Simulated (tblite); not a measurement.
C4H15NSSi2.
Cartesian coordinates in Å at the GFN2-xTB level; atoms count from 1:
```xyz
23
C4H15NSSi2 angstrom
C     -3.228    0.278   -0.487
C     -2.277   -0.894   -0.690
C     -1.418   -1.168    0.549
N     -0.570   -0.067    0.929
Si     0.859    0.319    0.072
Si     2.254   -1.528    0.097
S      1.581    2.021    1.188
C      3.074    2.353    0.215
H     -3.847    0.422   -1.369
H     -3.881    0.097    0.365
H     -2.671    1.195   -0.309
H     -1.614   -0.686   -1.531
H     -2.847   -1.796   -0.921
H     -2.068   -1.421    1.393
H     -0.770   -2.026    0.348
H     -1.081    0.679    1.375
H      0.659    0.892   -1.282
H      2.092   -2.367    1.287
H      3.678   -1.180    0.020
H      1.972   -2.378   -1.065
H      3.747    1.504    0.275
H      2.803    2.547   -0.819
H      3.546    3.231    0.643
```

All values are computed: GFN2-xTB (tblite) harmonic vibrations without scaling, gas phase. Against measured fundamentals such values can be off by several per cent, at times by over 20. Modes of hydrogen on silicon can be 10 to 20 % off. One conformer, not necessarily the lowest.

Harmonic wavenumbers (cm⁻¹): 25.1, 39.2, 49.3, 55.1, 96.9, 99.7, 112.8, 129.9, 167.3, 200.5, 233.8, 280.5, 350.6, 405.9, 441.1, 459.0, 462.6, 512.7, 553.5, 647.1, 690.9, 736.1, 776.2, 796.7, 805.8, 810.0, 853.8, 910.1, 933.5, 948.8, 960.2, 1049.8, 1098.7, 1119.2, 1171.1, 1218.3, 1255.9, 1326.1, 1331.1, 1341.0, 1366.7, 1412.6, 1459.2, 1465.5, 1478.4, 1485.0, 1501.9, 1507.2, 2042.5, 2219.3, 2220.8, 2244.0, 2935.3, 2948.2, 2978.6, 2989.5, 3025.4, 3027.3, 3031.0, 3035.2, 3042.9, 3058.7, 3438.7.

A = 1499, B = 668.7, C = 510.3 MHz; mass 165.046 u (most abundant isotopes); point group C1, symmetry number 1.

Problem. Zero-point energy?

Solution. Half the sum of the wavenumbers: 39685 cm⁻¹ = 474.74 kJ/mol.

Problem. Entropy at 350 K, 1 bar (ideal gas, RRHO, classical rotation)?

Solution. Translation 175.87, rotation 130.95, vibration 242.30: S = 549.1 J/(mol K).

Problem. And Cp and H(350 K) − H(0)?

Solution. Cp = 235.55 J/(mol K), of which vibrations give 202.29 (their classical limit is 63 R = 523.8); H(350 K) − H(0) = 51.35 kJ/mol without the zero-point energy, 39.71 from vibrations.

Problem. What must be added to the electronic energy to get the Gibbs energy at 350 K and 1 bar?

Solution. ZPE + [H(350 K) − H(0)] − T·S = 474.74 + 51.35 − 192.19 = 333.90 kJ/mol.

Problem. Which modes carry the vibrational entropy at 350 K?

Solution. 25.1 cm⁻¹: 27.20; 39.2 cm⁻¹: 23.50; 49.3 cm⁻¹: 21.60; 55.1 cm⁻¹: 20.68; 96.9 cm⁻¹: 16.02; 99.7 cm⁻¹: 15.79 J/(mol K); the other 57 give 117.51 together.

Hindered rotation and anharmonicity are outside this model. Other conformers, if any are populated, would add a mixing term that is left out. The structure is chiral; the term R ln 2 for an equal mix with its mirror image is left out.

Hardware: one thread of an Arm Neoverse N1, shared host with 64 logical CPUs at a one-minute load of 60. Cost: 2.4 s wall. This covers the Hessian and the dipole derivatives.
